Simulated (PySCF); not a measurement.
W(NH)(S)(NH2)2 (H5N3SW), SMILES [NH]=[W]([NH2])([NH2])=[S], multiplicity 1. The structure is a stationary point at PBE-D3(BJ)/def2-SVP. The multiplicity is an assumed one; no other spin state was optimised. The structure was generated by enumeration; whether it is a known compound was not checked. The def2 effective core potentials stand for the cores of W; spin–orbit coupling is left out. The values are those of a single conformer.

The numbers are results of PBE-D3(BJ)/def2-SVP run with PySCF, not measurements.

Harmonic wavenumbers (cm⁻¹): 164, 174, 203, 203, 224, 309, 373, 384, 426, 508, 546, 585, 630, 645, 683, 688, 957, 1454, 1456, 3477, 3480, 3506, 3582, 3582. Rotational constants (GHz): 3.098, 2.092, 1.925; symmetry number 1.

Q: Work out the zero-point energy and the ideal-gas rigid-rotor harmonic-oscillator thermochemistry at 298.15 K and 1 atm.

A: ZPE = ½ Σ hcν = ½ × 28239 cm⁻¹ = 40.37 kcal/mol. H − E(el) = 46.11 kcal/mol. Entropy in cal/(mol K): translation 42.60, rotation 27.65, vibration 18.59, total 88.84. G − E(el) = 19.62 kcal/mol. Cp = 30.96 cal/(mol K).
